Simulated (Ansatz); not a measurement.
Conformers of C2H7ClO2Sn, SMILES `C[O][SnH]([Cl])[O]C`, each relaxed with PBE0-D4/def2-TZVP in Ansatz. CBS adds the triple-zeta coupled-cluster correction to the MP2 limit.

Elements past krypton have def2 core potentials. Outer-core shells of Sn are correlated without core-valence functions. Spin–orbit coupling is left out.

Not all of them had a frequency check.

Conformer A:

```xyz
13

C    -0.126   -1.633    1.420
O    -1.007   -1.187    0.413
Sn   -1.219    0.726    0.105
Cl   -2.491    0.808   -1.819
O     0.543    1.459   -0.269
C     1.299    0.980   -1.361
H     0.898   -1.269    1.273
H    -0.106   -2.725    1.385
H    -0.455   -1.336    2.425
H    -1.897    1.592    1.393
H     2.255    1.510   -1.361
H     1.502   -0.095   -1.286
H     0.803    1.170   -2.320
```

Conformer B:

```xyz
13

C    -1.363    0.885   -1.730
O    -0.775    0.965   -0.450
Sn   -0.787   -0.519    0.807
Cl   -0.595   -2.443   -0.487
O     0.824   -0.297    1.857
C     2.080   -0.185    1.220
H    -2.459    0.899   -1.680
H    -1.054   -0.013   -2.277
H    -1.039    1.760   -2.299
H    -2.123   -0.593    1.842
H     2.346   -1.098    0.676
H     2.114    0.660    0.524
H     2.830   -0.021    1.998
```

Q: Which is lowest in electronic energy at CCSD(T)/CBS (frozen core, def2 sets), and by how much? (Best estimate.)

A: The calculation gave: B; A lies 3.1 kJ/mol higher.

Q: Give the energies relative to B (kJ/mol) with PBE-D4/def2-TZVPP, B3LYP-D4/def2-TZVPP, B2PLYP/def2-TZVPP, PBE0/def2-TZVPP, MP2/def2-TZVPP, CCSD/def2-TZVPP, HF/CBS(def2). (Best estimate.)

A: Ansatz gave: 
```tsv
level	A
PBE-D4/def2-TZVPP	3.8
B3LYP-D4/def2-TZVPP	4.0
B2PLYP/def2-TZVPP	3.5
PBE0/def2-TZVPP	3.7
MP2/def2-TZVPP	2.9
CCSD/def2-TZVPP	2.8
HF/CBS(def2)	3.4
```

B3LYP here is the variant with VWN-RPA as its local correlation; programs differ in this.
